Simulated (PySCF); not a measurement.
Radial density of Cl²⁺ (chlorine, charge +2)

UHF, [Ne] 3s2 3p3, high-spin 4S determinant. All numbers are calculated (PySCF 2.14, no relativity, point nucleus, in def2-TZVP).

| r (bohr) | 4πr²ρ (e/bohr) | 4πr²(ρα − ρβ) |
| --- | --- | --- |
| 0.00172 | 0.1125 | 0.0000 |
| 0.00289 | 0.3071 | 0.0001 |
| 0.00486 | 0.8100 | 0.0001 |
| 0.00818 | 2.051 | 0.0004 |
| 0.0138 | 4.799 | 0.0010 |
| 0.0231 | 9.902 | 0.0031 |
| 0.0389 | 16.49 | 0.0121 |
| 0.0654 | 19.57 | 0.0514 |
| 0.110 | 15.24 | 0.1914 |
| 0.185 | 14.09 | 0.4565 |
| 0.311 | 19.41 | 0.4283 |
| 0.524 | 11.04 | -0.0264 |
| 0.881 | 3.456 | 1.1019 |
| 1.48 | 3.665 | 2.1449 |
| 2.49 | 0.7886 | 0.5458 |
| 4.19 | 0.01570 | 0.0115 |
| 7.05 | 1.414e-05 | 0.0000 |

(1) Where is the radial spin density 4πr²(ρα − ρβ) most negative, and why is it negative at all?

## Answers

(1) Around r = 0.524 bohr, down to -0.0264 e/bohr: exchange with the open shell polarises the paired shells in an unrestricted calculation.
